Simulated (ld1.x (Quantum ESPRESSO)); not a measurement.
# How hard is this In TM semilocal potential?

| Property | Result |
| --- | --- |
| Element | indium (In) |
| Generator | ld1.x (Quantum ESPRESSO) 7.5 |
| Type | norm-conserving Troullier–Martins (semilocal form) |
| Functional | BLYP |
| Relativity | scalar-relativistic |
| Frozen core | [Ar] 3d10 |
| Valence charge | 21 |
| Reference configuration | 4s2 4p6 4d10 5s2 5p1 |
| Partial waves | 4p (bound): rc 1.30 bohr; 4d (bound): rc 1.10 bohr; 4s (bound): rc 1.40 bohr |
| Local potential | the s channel |
| Core correction | Bessel-smoothed model core inside 1.10 bohr |

Occupied shells without a wave of their own: 5p, 5s. They enter only through the test configuration that unscreens the potential, and ld1.x also counts them in the model core charge.

The pseudo-atom Hamiltonian at the reference potential is diagonalised in spherical Bessel functions j_l(qr) that vanish at 20 bohr, with q² up to the cutoff. All-electron valence levels (Ry): 4p -5.7245, 5p -0.1809, 4d -1.3534, 4s -8.7774, 5s -0.5998.

Problem. How do the lowest levels (Ry) of each channel move with the cutoff, and are there ghosts?

Solution.

| cutoff (Ry) | p #1 | p #2 | p #3 | d #1 | d #2 | s #1 | s #2 | s #3 | Σ f·Δε (mRy) |
| --- | --- | --- | --- | --- | --- | --- | --- | --- | --- |
| 8 | -2.9495 | -0.0616 | 0.0441 | 0.0215 | 0.0834 | -8.1821 | -0.5108 | -0.0196 | 32531.0 |
| 21 | -5.3975 | -0.1582 | 0.0232 | -0.5280 | 0.0528 | -8.6662 | -0.7969 | -0.0417 | 10711.1 |
| 40 | -5.7231 | -0.1900 | 0.0194 | -1.1627 | 0.0502 | -8.7701 | -0.8119 | -0.0432 | 2140.8 |
| 70 | -5.7329 | -0.1908 | 0.0193 | -1.3531 | 0.0497 | -8.7851 | -0.8199 | -0.0437 | 131.6 |
| 110 | -5.7358 | -0.1911 | 0.0193 | -1.3631 | 0.0497 | -8.7894 | -0.8204 | -0.0438 | 3.6 |
| 200 | -5.7361 | -0.1911 | 0.0193 | -1.3632 | 0.0497 | -8.7896 | -0.8207 | -0.0438 | 0.2 |
| 400 | -5.7361 | -0.1911 | 0.0193 | -1.3633 | 0.0497 | -8.7896 | -0.8207 | -0.0438 | 0.0 |

Result: no extra level below or beside the all-electron valence levels (p, d, s tested); the semilocal form is local in each channel, so this says nothing of the separable form that plane-wave codes build from it; 10 mRy is reached at 100 Ry and 1 mRy at 160 Ry.

The potential misses its own reference levels by up to 3.0 eV, so it is not fit for use. ld1.x takes every shell without a wave as core, so the model core holds the 5p, 5s electrons as well and exchange and correlation see them twice. This cancels in the reference configuration, but the file is broken for other ones, and its errors say nothing about a proper core correction. Its largest configuration-test error is -10954 meV.
